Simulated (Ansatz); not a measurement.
# Calibrating PBE-D4/def2-TZVPP on molecular compounds of K

The vertical ionisation energy (cation less neutral) in eV of 8 molecular compounds of K: x at PBE-D4/def2-TZVPP, y at CCSD(T)/def2-TZVPP. Shapes, held fixed at every level: PBE0-D4/def2-TZVP. Programs: Ansatz 0.2.0.

| molecule | x (eV) | y (eV) |
| --- | --- | --- |
| CH3K (SMILES [CH3][K]) | 5.93 | 5.60 |
| KNH2 (SMILES [NH2][K]) | 6.05 | 5.74 |
| CH3KS (SMILES C[S][K]) | 6.43 | 6.27 |
| CH3KO (SMILES C[O][K]) | 6.83 | ? |
| KOH (SMILES [OH][K]) | 7.79 | 7.40 |
| KBr (SMILES [K][Br]) | 8.32 | 8.11 |
| KCl (SMILES [Cl][K]) | 8.76 | 8.47 |
| KF (SMILES [F][K]) | 9.90 | 9.41 |

Q: Fit y = c + s·x to the known rows and predict y for CH3KO.

A: 
1. Means of the 7 rows: x = 7.5971, y = 7.286.
2. Σ(Δx)² = 13.75, Σ(Δx·Δy) = 13.274, so the slope is 13.274/13.75 = 0.96538.
3. Intercept: 7.286 − (0.96538) × 7.5971 = -0.048. The largest residual of the fit is 0.13.
4. CH3KO: -0.048 + 0.96538 × 6.83 = 6.55 eV.

CCSD(T)/def2-TZVPP gives 6.77 eV, so the prediction is off by -0.22 eV, more than the largest residual. Uncorrected, PBE-D4/def2-TZVPP misses it by +0.06 eV, and the other rows by 0.31 on average. The line makes this one worse. Left out in turn, the other rows are missed by 0.12 eV on average, so much of the error is systematic among these molecules. Cations run unrestricted. Relativity is left out for Br. Outer-core shells of Br, K are correlated, in sets that cover them unevenly.
